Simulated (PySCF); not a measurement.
# Computed records: CH6GeSi

Calculation on a computer-drawn molecule: the log of a Hartree-Fock and frozen-core CCSD(T) single point meant for a local Hartree-Fock minimum, with one planted fault or none, to be diagnosed. Offsets are logged minus clean, where the clean run is the same molecule without the fault. The reference is restricted for singlets and unrestricted otherwise, and also for a bond in bohr or an excited solution. Adding or removing an electron swaps singlet and doublet. The excited solution moves the top pair (singlet) or top alpha electron (doublet) to the lowest empty orbital. Highest occupied and lowest empty are orbital energies over both spins, largest force is the largest gradient component, triples share is (T) over the correlation energy, the T1 limit is 0.02 restricted and 0.045 unrestricted, electrons count all cores, a negative frequency is imaginary (commonest isotopes), and the dipole is about the centre of nuclear charge; on germanium a core potential holds 10 electrons, which the energies leave out, and 3d is frozen in MP2 and coupled-cluster steps. Program: PySCF 2.14.0.

```xyz
9
formula=CH6GeSi meant_charge=0 meant_multiplicity=1 meant_basis=cc-pV(D+d)Z meant_basis_and_core_potential_on_germanium=cc-pVDZ-PP_ECP10MDF logged_electrons=58 logged_basis_functions=90 logged_SCF_converged=yes logged_spin_squared=0 logged_highest_occupied=-8.0071 logged_lowest_empty=1.5954 logged_largest_force=0.052325 logged_T1_diagnostic=0.015737 logged_D1_diagnostic=0.049004 logged_triples_share=0.040341 logged_CC_converged=yes logged_dipole_magnitude=0.89853 logged_SCF_stable_within_its_kind=yes logged_energy_HF=-623.54916 logged_energy_CCSD(T)=-623.97269 possible_faults=no_fault,one_electron_removed,one_electron_added,multiplicity_raised_by_two,geometry_at_a_saddle_point,SCF_held_on_an_excited_solution,minimal_basis_STO-3G,one_bond_length_entered_in_bohr,all_coordinates_scaled planted_fault=all_coordinates_scaled,by_+9.7_% HF_energy_offset_from_clean_run=39.24 CCSD(T)_energy_offset_from_clean_run=27.27
C     -1.7689    -1.4581    -0.7790
Si    -0.3474    -1.5954     0.4165
Ge     1.9312    -0.3523     0.0443
H     -2.8048    -2.0205    -0.6144
H     -1.7014    -0.7973    -1.7660
H     -0.4820    -2.5065     1.7489
H      3.1939    -1.4565    -0.0550
H      2.2458     0.6947     1.3203
H      1.8440     0.5228    -1.3846
```

Units: logged_highest_occupied, logged_lowest_empty in eV; logged_largest_force in hartree/bohr; logged_dipole_magnitude in debye; logged_energy_HF, logged_energy_CCSD(T) in hartree; HF_energy_offset_from_clean_run, CCSD(T)_energy_offset_from_clean_run in kcal/mol.

Drawn bonds:
```tsv
atom	other atom	order
1	2	2
2	3	1
1	4	1
1	5	1
2	6	1
3	7	1
3	8	1
3	9	1
```
